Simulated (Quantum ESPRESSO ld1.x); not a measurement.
O V, 4 electrons, occupied as [He] 2s2. Method: scalar-relativistic Kohn-Sham, LDA (Slater exchange, Perdew-Zunger correlation), spin-polarised, spherical densities, point nucleus; computed with ld1.x of Quantum ESPRESSO 7.5.

Radial electron density D(r) = 4 pi r^2 rho(r):

```
   r/bohr * D(r) (the largest magnitude, 8.57, reaches the edge; | marks zero)
   0.0103 | *
  0.01248 |  *
  0.01525 |    *
  0.01862 |      *
  0.02274 |        *
  0.02756 |            *
  0.03366 |                *
  0.04111 |                      *
  0.04981 |                            *
  0.06084 |                                   *
  0.07432 |                                           *
  0.09005 |                                                 *
     0.11 |                                                     *
   0.1343 |                                                      *
   0.1641 |                                                  *
   0.1988 |                                           *
   0.2428 |                                *
   0.2966 |                     *
   0.3594 |             *
   0.4389 |          *
   0.5361 |           *
   0.6496 |             *
   0.7934 |              *
    0.969 |            *
    1.184 |        *
    1.434 |   *
    1.752 | *
    2.139 *
    2.592 *
    3.166 *
```

D(r) has 2 maxima, at r = 0.127, 0.775 bohr, and minima at 0.457 bohr, inside which lie 2.07 electrons.
